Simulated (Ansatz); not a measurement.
`C#[C][Ti]([F])([F])[C]#C` + H–F → `C#[C][Ti]([F])([F])[F]` + `C#C` at 400 K and 1 bar (ligand exchange at a Ti–C bond).

Gas-phase electronic energies from Ansatz, PBE0-D4/def2-TZVP geometries. CCSD(T)/CBS adds triple-zeta CCSD(T) − MP2 to the extrapolated MP2 energy (def2 sets, frozen cores). This one scheme is used for every species. For Ti outer-core shells are correlated without core-valence functions, which leaves a few kJ/mol of doubt a bond. Scalar relativity is left out up to krypton.

```json
{"species": "`C#[C][Ti]([F])([F])[C]#C`", "CCSD(T)/CBS energy (Eh)": "-1201.92803", "H − E (kJ/mol)": "150.0", "S (J/(mol·K))": "435.5"}
{"species": "H–F", "CCSD(T)/CBS energy (Eh)": "-100.39570", "H − E (kJ/mol)": "36.5", "S (J/(mol·K))": "182.2"}
{"species": "`C#[C][Ti]([F])([F])[F]`", "CCSD(T)/CBS energy (Eh)": "-1225.14941", "H − E (kJ/mol)": "101.1", "S (J/(mol·K))": "386.6"}
{"species": "`C#C`", "CCSD(T)/CBS energy (Eh)": "-77.22717", "H − E (kJ/mol)": "85.5", "S (J/(mol·K))": "213.8"}
```

H − E and S are ideal-gas, rigid-rotor, harmonic terms from PBE0-D4/def2-TZVP. 1 Eh = 2625.50 kJ/mol, R = 8.31446 J/(mol·K).

Question: By hand: ΔE, ΔH, ΔS and ΔG.

Answer: ΔE = (-1225.14941) + (-77.22717) − (-1201.92803) − (-100.39570) = -0.05285 Eh = -138.8 kJ/mol. Δ(H − E) = 101.1 + 85.5 − 150.0 − 36.5 = 0.1, so ΔH = -138.7 kJ/mol. ΔS = 386.6 + 213.8 − 435.5 − 182.2 = -17.3 J/(mol·K). ΔG = -138.7 − 400 × (-17.3)/1000 = -131.8 kJ/mol.

Question: By hand: the equilibrium constant, and the temperature at which ΔG would vanish if ΔH and ΔS stayed fixed.

Answer: log₁₀ K = −ΔG/(RT ln 10) = 17.2. ΔG = 0 at ΔH/ΔS = 8017 K, far beyond where these terms or the molecules hold.

ΔH outweighs TΔS. A doubt of 5 kJ/mol in ΔE shifts log₁₀ K by 0.7 here. These are equilibria of isolated gas molecules and say nothing of rates. Largest T1 diagnostic: 0.023 (customary marks: 0.02 for closed shells, 0.045 for open ones).
